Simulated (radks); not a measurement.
Spherical quantum dot in the effective-mass picture: electrons in a parabolic well V = omega^2 r^2 / 2 with omega = 1.83, all in effective atomic units (hartree* = m*/eps^2 hartree, bohr* = eps/m* bohr), one dielectric constant everywhere. Method: non-relativistic Kohn-Sham, r2SCAN, spin-polarised, spherical densities, generalised Kohn-Sham scheme; computed with a radial shooting solver with Libxc functionals. Levels are named by radial order and angular momentum (1s, 1p, 1d, 2s, ...), and open shells are averaged over m.

N = 22, configuration 1s2 1p6 1d10 2s2 1f(up 2, down 0). This is the lowest configuration that the search found. Occupied and some empty levels:

| level | occupation | eigenvalue (hartree*) | <r> (bohr*) |
|---|---|---|---|
| 1s up | 1 | 16.299 | 1.182 |
| 1s down | 1 | 16.312 | 1.171 |
| 1p up | 3 | 17.253 | 1.482 |
| 1p down | 3 | 17.288 | 1.473 |
| 1d up | 5 | 18.330 | 1.694 |
| 1d down | 5 | 18.382 | 1.689 |
| 2s up | 1 | 18.551 | 1.475 |
| 2s down | 1 | 18.591 | 1.481 |
| 1f up | 2 | 19.518 | 1.864 |
| 1f down | 0 | 19.582 | 1.861 |
| 2p up | 0 | 19.859 | 1.666 |
| 2p down | 0 | 19.897 | 1.669 |
| 1g up | 0 | 20.801 | 2.010 |
| 1g down | 0 | 20.875 | 2.008 |
| 2d up | 0 | 21.214 | 1.847 |
| 2d down | 0 | 21.262 | 1.844 |

Energy (hartree*): total 264.237, kinetic 39.717, external 101.56, Hartree 136.85, exchange-correlation -13.885.
